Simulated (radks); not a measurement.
Task: All-electron atom: N IV in [He] 2s1.75 3d0.25 (fractional occupations, a model configuration). All-electron calculation, Dirac Kohn-Sham, PBE, spin-unpolarised, spherical densities, finite nucleus; open shells fill j = l - 1/2 first; Fermi nuclear charge, rms radius 2.5582 fm. Program: a radial shooting solver on a logarithmic mesh with Libxc functionals. Some entries of the table are withheld. Estimate them.

orbital  occ.  eigenvalue (hartree)  <1/r> (bohr^-1)
1s1/2       2             -16.72031            6.657
2s1/2    1.75              -2.58083            1.329
2p1/2       0                   (1)            1.253
2p3/2       0                   (2)            1.252
3s1/2       0                   (3)           0.4984
3d3/2    0.25                   (4)           0.4440
3d5/2       0                   (5)           0.4439
4f5/2       0                   (6)              (7)
4f7/2       0                   (8)              (9)

Result: 
(1) 2p1/2 eigenvalue (hartree): -2.18256
(2) 2p3/2 eigenvalue (hartree): -2.18116
(3) 3s1/2 eigenvalue (hartree): -0.87782
(4) 3d3/2 eigenvalue (hartree): -0.68744
(5) 3d5/2 eigenvalue (hartree): -0.68739
(6) 4f5/2 eigenvalue (hartree): -0.33632
(7) 4f5/2 <1/r> (bohr^-1): 0.2246
(8) 4f7/2 eigenvalue (hartree): -0.33631
(9) 4f7/2 <1/r> (bohr^-1): 0.2246
